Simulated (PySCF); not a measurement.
PySCF 2.14 output of an unrestricted PBE0 calculation on a single atom or ion in aug-cc-pVTZ-DK, with scalar relativity by spin-free X2C-1e:

```
SCF conv_tol = 1e-09
number electrons alpha = 24  beta = 19
    C. Adamo and V. Barone.,  J. Chem. Phys. 110, 6158 (1999)
    M. Ernzerhof and G. E. Scuseria.,  J. Chem. Phys. 110, 5029 (1999)
cycle= 1 E= -4529.39601263819  delta_E= -0.00881  |g|= 0.0288  |ddm|= 0.344
cycle= 2 E= -4529.39622177833  delta_E= -0.000209  |g|= 0.00517  |ddm|= 0.0904
cycle= 3 E= -4529.3962342818  delta_E= -1.25e-05  |g|= 0.00194  |ddm|= 0.0264
cycle= 4 E= -4529.39623610396  delta_E= -1.82e-06  |g|= 0.00103  |ddm|= 0.00537
cycle= 5 E= -4529.39623662166  delta_E= -5.18e-07  |g|= 7.75e-05  |ddm|= 0.0047
cycle= 6 E= -4529.39623663733  delta_E= -1.57e-08  |g|= 1.29e-05  |ddm|= 0.000481
cycle= 7 E= -4529.39623663749  delta_E= -1.56e-10  |g|= 1.6e-06  |ddm|= 4.16e-05
converged SCF energy = -4529.39623663749  <S^2> = 8.7513332  2S+1 = 6.0004444
```

The run itself started from symmetry-adapted Hartree-Fock orbitals and held the occupation by maximum overlap, on a logarithmic radial grid, so the iterations belong to that start.

Which element, charge and spin multiplicity is this?

Ru⁺ (ruthenium, charge +1), multiplicity 6; the state was [Kr] 4d6 5p1, one real determinant (an excited configuration).

⟨L²⟩ = 8.03 against 12 for a pure F term, so this real determinant mixes terms.
